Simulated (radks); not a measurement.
The numbers below are computed, except where a source is named.
Spherical quantum dot in the effective-mass picture: electrons in a parabolic well V = omega^2 r^2 / 2 with omega = 3.09, with a point charge +1 (a donor) at the centre, all in effective atomic units (hartree* = m*/eps^2 hartree, bohr* = eps/m* bohr), one dielectric constant everywhere. Level of theory: non-relativistic Kohn-Sham, LDA (Slater exchange, Perdew-Wang correlation), spin-polarised, spherical densities (a radial shooting solver with Libxc functionals). Levels are named by radial order and angular momentum (1s, 1p, 1d, 2s, ...), and open shells are averaged over m. Results are scaled to m* = 0.031 and eps = 14.5, for which hartree* = 4.012 meV and bohr* = 24.75 nm.

N = 29, configuration 1s2 1p6 1d10 2s2 1f(up 7, down 2). This is the lowest configuration that the search found. Occupied and some empty levels:

level,occupation,eigenvalue (meV),<r> (nm)
1s up,1,106.46,18.97
1s down,1,106.64,18.78
1p up,3,114.93,26.75
1p down,3,115.26,26.61
2s up,1,121.70,27.86
2s down,1,122.02,27.93
1d up,5,122.73,31.51
1d down,5,123.14,31.45
1f up,7,130.84,35.13
1f down,2,131.28,35.13
2p up,0,131.67,31.49
2p down,0,131.96,31.55
1g up,0,139.36,38.12
1g down,0,139.80,38.16
2d up,0,141.08,34.92
2d down,0,141.37,34.96

Energy (meV): total 2362.08, kinetic 420.27, external 817.08, Hartree 1224.5, exchange-correlation -99.816.
